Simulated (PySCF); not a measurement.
**Working out the ionisation energy of O²⁺**

O²⁺ [He] 2s2 2p2 (3P) → O³⁺ [He] 2s2 2p1 (2P). Calculation: PySCF 2.14, in dyall-acv3z (15s9p4d2f, 76 functions); the spin-free X2C one-electron Hamiltonian (Gaussian nucleus). Frozen: nothing; the 5 highest virtual orbitals dropped. Energies in hartree (1 hartree = 27.21139 eV):

| part | O²⁺ (lower) | O³⁺ (upper) |
| --- | --- | --- |
| UHF | -73.159328 | -71.152572 |
| MP2 opposite-spin | -0.112458 | -0.107354 |
| MP2 same-spin | -0.018564 | -0.007985 |

Problem. What does Hartree-Fock give?

Solution. (-71.152572) − (-73.159328) = 2.006756 hartree = 54.607 eV.

Problem. What do MP2 and SCS-MP2 (6/5 opposite-spin, 1/3 same-spin) give?

Solution. The opposite-spin parts differ by 0.139 eV and the same-spin parts by 0.288 eV. MP2: 54.607 + (0.139) + (0.288) = 55.034 eV. SCS-MP2: 54.607 + 1.2 × (0.139) + (0.288)/3 = 54.870 eV.

A first-order spin-orbit estimate adds -0.005 eV to MP2 (valence and next inner shell), giving 55.029 eV against 54.936 eV (semi-empirical (NIST evaluation); NIST Atomic Spectra Database, ionization energies).

What remains against the reference includes basis incompleteness and correlation beyond second order.
